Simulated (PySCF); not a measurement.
Labels have come off several samples. The candidates:

A. SMILES [C@@H]1(C)C(F)=C[C@@H](C)O1
B. SMILES c1(C(=O)F)ccc(C(=O)F)cc1
C. SMILES C=C(C1CC1)[C@H]1CN1

Spectrum 1. ¹³C{¹H} NMR (computed): δ 172.7 (C), 110.9 (CH), 82.6 (CH), 81.1 (CH), 26.3 (CH3), 23.5 (CH3).

Spectrum 2. ¹³C{¹H} NMR (computed): δ 163.9 (C), 106.7 (CH2), 34.6 (CH), 24.6 (CH2), 17.3 (CH2), 13.2 (CH2), 7.8 (CH).

Spectrum 3. ¹³C{¹H} NMR (computed): δ 164.8 (C), 139.5 (CH), 135.8 (C).

[PySCF 2.14: GIAO PBE0/pcSseg-1 shieldings; geometry from GFN2-xTB; one computed conformer; averaged over atoms made equivalent by symmetry, fast rotation or ring inversion; non-relativistic Hamiltonian; no solvent]

References, each an isolated molecule treated in the same way: ¹³C (σref 186.93) against TMS. Splittings of carbon signals by F and P are missing where no couplings were computed. Shifts are as computed. Against solution values, carbons near 30 ppm lie about +3 ppm off and those near 130 ppm about +5 ppm. Of 1211 compounds with measured shifts, 218 miss one by over three times the rms of a fit or turn the order of signals round; such compounds aren't used in these exercises.

**Question.** Which spectrum belongs to which compound?

**Answer.** 1–A, 2–C, 3–B.

- Spectrum 1 (A): 6 ¹³C signals; δC 110.9 is an alkene CH; δC 82.6 is an allylic sp3 CH bonded to O.
- Spectrum 2 (C): 7 ¹³C signals; δC 163.9 is a fully substituted alkene carbon; δC 106.7 is a terminal =CH2 carbon.
- Spectrum 3 (B): 3 ¹³C signals; δC 139.5 is an aromatic CH; δC 164.8 is a carbonyl carbon.
